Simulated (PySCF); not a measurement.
C₂H₃AuN, SMILES C[N+]#[C-]->[Au] (connectivity only; charge and spin as stated), neutral, multiplicity 2.

The structure is a stationary point at B3LYP-D3(BJ)/def2-SVP. A frequency run showed that this geometry is not a minimum. The spin state was assumed, not searched. The isomer is the one that the SMILES or the coordinates give; other isomers of the formula were not compared. The def2 effective core potentials stand for the cores of Au; spin–orbit coupling is left out.

Level of theory: PBE0/def2-TZVPD (PySCF).

```
Property                                                                                                        Result
---------------------------------------------------------------------------------------------  -----------------------
total energy                                                                                        -268.33475 hartree
point group                                                                                                         Cs
α spin, highest occupied and lowest empty level                                                     -4.73 and -0.82 eV
β spin, highest occupied and lowest empty level                                                     -7.24 and -1.99 eV
dipole moment                                                                                                   5.61 D
quadrupole, principal values (traceless, Buckingham form, about the centre of nuclear charge)  -9.44, -8.03, 17.46 D·Å
mean static polarisability                                                                       83.7 bohr³ (12.40 Å³)
polarisability, principal values                                                               59.3, 60.9, 130.8 bohr³
⟨S²⟩                                                                                           0.756 (pure state 0.75)
```
